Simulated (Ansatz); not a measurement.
Basis-set series for `[CH3][Ga]1[CH2][SnH]1[CH3]`. The species carries charge 0 and has multiplicity 1. Sn: def2 effective core potential. Geometry: relaxed with PBE0-D4/def2-TZVP.

```csv
atom,x (Å),y (Å),z (Å)
C1,-1.150,1.584,1.085
Ga2,-0.579,0.362,-0.328
C3,-0.787,-1.217,-1.422
Sn4,1.380,-0.721,-1.832
C5,1.597,-0.766,0.460
H6,-0.282,2.066,1.537
H7,-1.790,2.358,0.657
H8,-1.714,1.056,1.855
H9,-1.445,-1.140,-2.287
H10,-0.932,-2.162,-0.902
H11,0.593,1.128,-1.393
H12,1.857,-1.818,0.614
H13,2.447,-0.146,0.748
H14,0.806,-0.584,1.209
```

| functional | basis | functions | energy (Eh) | HOMO (eV) | LUMO (eV) |
| --- | --- | --- | --- | --- | --- |
| PBE0-D4 | def2-SVP | 145 | -2258.13937 | -5.78 | -1.00 |
| PBE0-D4 | def2-QZVPP | 612 | -2258.58099 | -5.83 | -1.13 |
| ωB97M-V | def2-SVP | 145 | -2258.28617 | -7.77 | 0.70 |
| ωB97M-V | def2-QZVPP | 612 | -2258.73486 | -7.84 | 0.39 |

Task: Give the rows for def2-TZVPP. (Estimate.)

Result: Ansatz gave: 
```tsv
functional	basis	functions	energy (Eh)	HOMO (eV)	LUMO (eV)
PBE0-D4	def2-TZVPP	317	-2258.52923	-5.82	-1.09
ωB97M-V	def2-TZVPP	317	-2258.68443	-7.83	0.52
```

Positive LUMOs are unbound and depend on the basis. Scalar relativity is left out up to krypton.
